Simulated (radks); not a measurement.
Values are calculated unless marked as measured or tabulated.
How relativity changes the ionisation of the rubidium ion Rb+ ([Kr]) to Rb2+ ([Ar] 3d10 4s2 4p5). Spin-unpolarised spherical Kohn-Sham, BLYP, point nucleus unless stated (finite: rms radius 4.2036 fm), a radial shooting solver on a logarithmic mesh with Libxc functionals. A level marked "c x" has the speed of light scaled by that factor and shares open shells by 2j + 1; other Dirac levels either fill j = l - 1/2 first or share by 2j + 1.

level                               E(Rb+) (hartree)  E(Rb2+) (hartree)  IE (eV)   HOMO  <r> HOMO (bohr)
non-rel.                                 -2940.01892        -2939.01175   27.406     4p            1.725
scalar-rel.                              -2981.50836        -2980.50037   27.429     4p            1.718
scalar-rel., finite nucleus              -2981.48091        -2980.47292   27.429     4p            1.718
Dirac, 2j+1 shares                       -2981.76496        -2980.75658   27.439  4p3/2            1.731
Dirac, low j first                       -2981.76496        -2980.76869   27.110  4p3/2            1.731
Dirac, 2j+1 shares, finite nucleus       -2981.73748        -2980.72910   27.439  4p3/2            1.731
Dirac, c x 0.75                          -3016.45260        -3015.44292   27.475  4p3/2            1.736
Dirac, c x 2                             -2950.17604        -2949.16862   27.414  4p3/2            1.727
Dirac, c x 10                            -2940.42179        -2939.41461   27.407  4p3/2            1.725

NIST Atomic Spectra Database: 27.290 eV (measured). The relativistic part of the total energy of Rb+ is -41.72 hartree (Dirac, 2j+1 shares, finite nucleus), 1.4 % of the non-relativistic value. Spin polarisation and multiplet splitting of open shells are left out at every level.

Beside tabulated values, note that relativity, absent from the non-relativistic runs, is large for the heavy elements, and spin-unpolarised runs miss the spin-polarisation part of the exchange energy of open shells.
